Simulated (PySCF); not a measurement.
PySCF 2.14 output of an unrestricted LDA calculation on a single atom or ion in aug-cc-pVTZ-PP with ECP28MDF (6s6p5d3f2g, 88 functions), with scalar relativity through the core potential:

```
SCF conv_tol = 1e-09
number electrons alpha = 9  beta = 6
    P. A. M. Dirac.,  Math. Proc. Cambridge Philos. Soc. 26, 376 (1930)
    F. Bloch.,  Z. Phys. 57, 545 (1929)
    S. H. Vosko, L. Wilk, and M. Nusair.,  Can. J. Phys. 58, 1200 (1980)
cycle= 1 E= -80.1559205107243  delta_E= 0.0164  |g|= 0.224  |ddm|= 0.347
cycle= 2 E= -80.08460855441  delta_E= 0.0713  |g|= 0.479  |ddm|= 0.532
cycle= 3 E= -80.1803730806783  delta_E= -0.0958  |g|= 0.0435  |ddm|= 0.327
cycle= 4 E= -80.1815755574884  delta_E= -0.0012  |g|= 0.00527  |ddm|= 0.0552
cycle= 5 E= -80.1815884875863  delta_E= -1.29e-05  |g|= 0.000292  |ddm|= 0.00404
cycle= 6 E= -80.1815885360387  delta_E= -4.85e-08  |g|= 4.89e-05  |ddm|= 0.000368
cycle= 7 E= -80.1815885372568  delta_E= -1.22e-09  |g|= 1.34e-06  |ddm|= 4.02e-05
cycle= 8 E= -80.1815885372577  delta_E= -9.38e-13  |g|= 8.54e-08  |ddm|= 1.84e-06
converged SCF energy = -80.1815885372577  <S^2> = 3.757644  2S+1 = 4.0038202
```

The run itself started from symmetry-adapted Hartree-Fock orbitals and held the occupation by maximum overlap, on a logarithmic radial grid, so the iterations belong to that start.

Task: Which element, charge and spin multiplicity is this?

Result: Tc (technetium, neutral), multiplicity 4; the state was [Kr] 4d7, high-spin 4F determinant (an excited configuration).

Energies and moments cover only the electrons outside the core potential.
